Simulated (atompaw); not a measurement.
Pseudopotential generation for Hf: PAW (atompaw), PBE, scalar-relativistic.

* Element: hafnium
* Generator: atompaw 4.2.0.5
* Type: PAW
* Functional: PBE
* Relativity: scalar-relativistic
* Frozen core: [Xe] 4f14
* Valence charge: 4
* Reference configuration: 5d2 6s2 6p0
* Partial waves: 6s (bound): rc 3.00 bohr; 6s channel at 0.45 Ry: rc 3.00 bohr; 6p (bound, empty): rc 3.00 bohr; 6p channel at 1.5 Ry: rc 3.00 bohr; 5d (bound): rc 3.00 bohr; 5d channel at 0.35 Ry: rc 3.00 bohr
* Local potential: bessel scheme, radius 2.45 bohr
* Core correction: smooth core density matched at 2.60 bohr
* Augmentation charge: besselshape compensation charge, radius 2.70 bohr; PAW radius 3.00 bohr; waves and projectors: custom polynom2 7 10 vanderbiltortho

Calculated quality:

* Cutoffs needed: 12 Ry and 35 Ry (the cutoffs (Ry, on a coarse ladder) from which the occupation-weighted sum of valence levels, in a spherical-Bessel basis at the reference potential, stays within 10 and 1 mRy of its value at 400 Ry)
* Ghost test: no extra level below or beside the all-electron valence levels (s, p, d, f tested) (spherical-Bessel basis up to 400 Ry, 20 bohr box)
* Lowest eigenvalue of the overlap operator: 0.62 (s channel)
* Overlap eigenvalues printed by atompaw (projector basis): 0.132, 0.183, 0.296, 124, 351, 1.43e+03
* Share of each valence orbital outside the PAW sphere: 6s 60 %, 6p 88 %, 5d 27 %

Generation and tests took about 19 s on one core of a shared server CPU.
